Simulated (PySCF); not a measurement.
CH8FNSi2, SMILES F[SiH2][SiH2]CN. The structure is a stationary point at PBE-D3(BJ)/def2-SVP. This is a generated structure with no PubChem entry under its InChIKey; it may be hypothetical. Other conformers were not sampled.

Question: Give the equilibrium geometry at PBE-D3(BJ)/def2-SVP (PySCF confirms it by a frequency run) as Cartesian coordinates in Å. (The exact figures need the calculation; the answer reports its results.)

Answer: This is not unique; one that fits is 
```xyz
13

N     -2.7341     1.0768     1.0229
C     -1.5874     0.1731     0.8875
Si    -0.0962     0.9014    -0.0843
Si     1.7042    -0.5923    -0.3483
F      1.1002    -1.9726    -1.0235
H     -2.4479     1.9479     1.4891
H     -3.0743     1.3602     0.0946
H     -1.9118    -0.7643     0.3863
H     -1.2444    -0.1410     1.8971
H      0.4005     2.1371     0.6300
H     -0.5827     1.3404    -1.4444
H      2.3157    -0.9597     0.9791
H      2.7931    -0.0712    -1.2489
```
